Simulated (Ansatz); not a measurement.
Cu₃S⁺ was relaxed with PBE0-D4 (def2-SVP) in Ansatz in these states: charge +1 quintet, charge +1 singlet, charge +1 triplet. The geometries follow in no particular order.

A:

| atom | x (Å) | y (Å) | z (Å) |
| --- | --- | --- | --- |
| Cu1 | -0.366 | -0.709 | -1.295 |
| Cu2 | 0.439 | -0.992 | 0.968 |
| Cu3 | -1.059 | 0.879 | 0.646 |
| S4 | 0.986 | 0.822 | -0.320 |

B:

```xyz
4

Cu   -0.740   -1.221    0.736
Cu    1.140   -0.435   -1.045
Cu    0.398    1.224    0.961
S    -0.798    0.432   -0.652
```

C:

```xyz
4

Cu    1.581    0.410   -0.002
Cu   -0.035    0.088    1.648
Cu    0.006   -0.083   -1.648
S    -1.552   -0.415    0.002
```

Q: Judge from the bond lengths which geometry belongs to which state (an estimate).

A: A is the charge +1 triplet (Cu1–S4 2.263 Å, Cu2–Cu3 2.419 Å, Cu1–Cu2 2.419 Å); B is the charge +1 singlet (Cu1–S4 2.159 Å, Cu2–Cu3 2.707 Å, Cu1–Cu2 2.707 Å); C is the charge +1 quintet (Cu1–S4 3.240 Å, Cu2–Cu3 3.301 Å, Cu1–Cu2 2.331 Å).

At PBE0-D4/def2-TZVP a singlet lies 2.33 eV below the charge +1 triplet. At PBE0-D4/def2-TZVP a singlet lies 4.90 eV below the charge +1 quintet. These are the stationary points nearest to one start from a short search; other shapes may lie lower in each state.
